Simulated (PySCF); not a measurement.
C4H10Si, SMILES C1CC[SiH2]C1. The structure is a stationary point at B3LYP-D3(BJ)/def2-SVP. Other conformers were not sampled.

Method: PySCF with B3LYP-D3(BJ)/def2-SVP.

Harmonic wavenumbers (cm⁻¹): 109, 271, 418, 457, 528, 572, 653, 678, 765, 775, 846, 864, 900, 953, 956, 970, 1041, 1047, 1099, 1173, 1217, 1272, 1272, 1330, 1347, 1427, 1430, 1465, 1477, 2206, 2207, 3018, 3021, 3042, 3042, 3071, 3076, 3106, 3107. Rotational constants (GHz): 5.432, 4.072, 2.623; symmetry number 2.

Task: Work out the zero-point energy and the ideal-gas rigid-rotor harmonic-oscillator thermochemistry at 298.15 K and 1 atm.

Result: ZPE = ½ Σ hcν = ½ × 56207 cm⁻¹ = 336.19 kJ/mol. H − E(el) = 354.08 kJ/mol. Entropy in J/(mol K): translation 164.33, rotation 103.52, vibration 42.18, total 310.03. G − E(el) = 261.65 kJ/mol. Cp = 104.97 J/(mol K). Modes under 150 cm⁻¹ make the vibrational entropy uncertain.
